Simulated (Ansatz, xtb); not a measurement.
# H3NOSn: which of two structures lies lower

Structure X is `N[O][SnH]`, a singlet and structure Y is a singlet given by its coordinates. Both are isolated molecules in the gas phase, relaxed with PBE0-D4/def2-SVP; the shapes shown needn't be the lowest conformers.

X (Å):

```
atom    x (Å)    y (Å)    z (Å)
   N  -0.0462  -0.1231   0.6765
   O  -0.9196   0.5355   1.5752
  Sn  -2.2433  -0.5513   2.6333
   H   0.8872   0.1894   0.9609
   H  -0.1940   0.3598  -0.2149
   H  -1.7558  -2.1308   1.9539
```

Y (Å):

```xyz
6

N    -0.1852    0.5380    1.4134
O    -0.6043   -0.3098    0.2757
Sn   -2.0659   -0.3234    2.0979
H    -0.7945    0.3361   -0.4172
H     0.6213    0.0080    1.7581
H    -1.3014   -1.8706    2.5779
```

Close contacts (Å): N1–O2 1.48, N1–Sn3 2.18, O2–Sn3 2.34, N1–H5 1.02, O2–H4 0.97, Sn3–H6 1.79.

Energies in hartree; the thermal terms are from PBE0-D4/def2-SVP harmonic frequencies (ideal gas, rigid rotor, one conformer each, 298.15 K, 1 atm) and include the zero-point energy:

```
                               X           Y
E, CCSD(T)/def2-TZVP  −345.184774  −345.169623
   zero-point energy     0.035386     0.035433
        H(298 K) − E     0.041391     0.040761
        G(298 K) − E     0.006144     0.007444
```

Work out ΔE, ΔE₀, ΔH and ΔG for X → Y in kJ/mol (1 Eh = 2625.50 kJ/mol) and the equilibrium ratio [Y]/[X].

1. ΔE = −345.169623 − (−345.184774) = +0.015151 Eh = +39.78 kJ/mol.
2. ΔE₀ = ΔE + ΔZPE = +0.015151 + (+0.000047) Eh = +39.90 kJ/mol.
3. ΔH = ΔE + (−0.000630) Eh = +38.12 kJ/mol.
4. ΔG = ΔE + (+0.001300) Eh = +43.19 kJ/mol, so ΔS = (ΔH − ΔG)/T = −17.0 J/(mol K).
5. kT = 0.9442 mEh, so K = [Y]/[X] = exp(−ΔG/kT) = exp(−17.42) ≈ 2.7 × 10^−8.

Structure X is favoured at this temperature. An error of 4 kJ/mol in ΔG would change K by a factor of 5. Mirror images and further conformers aren't counted.

Other levels gave ΔE = +43.3 (PBE0-D4/def2-SVP); +57.2 (HF/def2-TZVP); +40.8 (MP2/def2-TZVP) kJ/mol. The correlated steps freeze 6 core orbitals; the filled d shell of Sn is correlated, in a basis made for valence electrons. Atoms past krypton carry core potentials in the def2 sets, without spin–orbit terms. Programs: Ansatz 0.2.0.
